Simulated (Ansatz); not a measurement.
Ansatz (a first-principles code) input (CCSD(T)/aug-cc-pVDZ):

Ansatz 0.2 input:
```yaml
crystal:
  periodic: [false, false, false]
  atoms:
    - {symbol: B, position_ang: [-0.00000000, -0.00000000, -0.69204907]}
    - {symbol: N, position_ang: [0.00000000, 0.00000000, 0.54091630]}
    - {symbol: H, position_ang: [-0.00000000, -0.00000000, -1.85890057]}
    - {symbol: H, position_ang: [0.00000000, 0.00000000, 1.53273184]}
basis:
  gaussian:
    orbitals: aug-cc-pVDZ
magnetization: {spin_polarized: false}
correlation: {method: ccsd_t, electrons: outside_noble_gas}
output: {forces: true}
```

End of the output:

```
626 factors; integrals over basis functions are off by at most 1.0e-3 eV
mean field: 0.11 GiB planned
mean field evaluation 1: about -2181.5444 eV, gradient 4.1e1 eV
mean field evaluation 2: about -2181.5454 eV, gradient 4.1e1 eV
mean field evaluation 4: about -2185.2445 eV, gradient 2.8e0 eV
mean field evaluation 8: about -2185.2751 eV, gradient 4.4e-5 eV
mean field evaluation 16: about -2185.2739 eV, gradient 1.1e-1 eV
mean field -2185.27513773 eV, -80.3073800788 hartree, gradient 1.8e-6 eV, S^2 0.000000; 0 other end points of the search recorded, 0 dependent functions left out
2 core orbitals not correlated
reference -2185.27513773 eV, -80.3073800788 hartree; 5, 5 occupied and 57, 57 virtual orbitals, 626 factors
densities: 0.17 GiB planned
second order -7.04254236 eV of doubles, -0.00000000 eV of singles
coupled cluster: 0.14 GiB planned
cycle   1  -7.16066159 eV  change   -1.2e-1 eV  update   7.5e-2
cycle   2  -7.37228725 eV  change   -2.1e-1 eV  update   2.3e-2
cycle   3  -7.44234418 eV  change   -7.0e-2 eV  update   1.3e-2
cycle   4  -7.43740954 eV  change    4.9e-3 eV  update   3.1e-3
cycle   5  -7.43896639 eV  change   -1.6e-3 eV  update   1.0e-3
cycle   6  -7.43902492 eV  change   -5.9e-5 eV  update   1.9e-4
cycle   7  -7.43896761 eV  change    5.7e-5 eV  update   5.5e-5
cycle   8  -7.43897145 eV  change   -3.8e-6 eV  update   1.5e-5
cycle   9  -7.43896629 eV  change    5.2e-6 eV  update   4.4e-6
perturbative correction -0.28914899 eV, -0.0106260292 hartree
the calculation of the forces begins
Total energy: -2193.00325300 eV, -80.5913830767 hartree
Atom 0 at    -0.000000    -0.000000    -0.692049 Å, force    -0.000000    -0.000000    -1.409584 eV/Å
Atom 1 at     0.000000     0.000000     0.540916 Å, force     0.000000    -0.000000     1.296894 eV/Å
Atom 2 at    -0.000000    -0.000000    -1.858901 Å, force     0.000000     0.000000    -0.402722 eV/Å
Atom 3 at     0.000000     0.000000     1.532732 Å, force    -0.000000    -0.000000     0.515413 eV/Å
Dipole moment:    -0.000000    -0.000000     0.020328 e Å
```
